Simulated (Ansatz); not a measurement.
Species: MgF (charge 0, doublet). 
Coordinates optimised at B3LYP-D3(BJ)/def2-TZVP (Ansatz, a quantum-chemistry and plane-wave program):
```xyz
2

Mg     0.0000     0.0000    -0.7587
F      0.0000     0.0000     1.0116
```
Charge 0, spin multiplicity 2.

Computed values are from Ansatz. Valence correlation only, unless marked. Open shells are spin-unrestricted. Spin-orbit coupling is left out. No relativistic terms. Basis-set limits of correlation are two-point, X^-3; Hartree-Fock from the larger set.

Q: What is the dipole moment at CCSD(T)/def2-SVPD?

A: 3.20 D.

Q: What is the total energy at CCSD(T)/CBS(def2-TZVPPD,def2-QZVPPD)?

A: -299.4865 Eh.

Q: What is the atomisation energy De at CCSD(T)/CBS(def2-TZVPPD,def2-QZVPPD)?

A: 107.3 kcal/mol.

Q: What is the T1 diagnostic at CCSD/def2-QZVPPD?

A: 0.015.
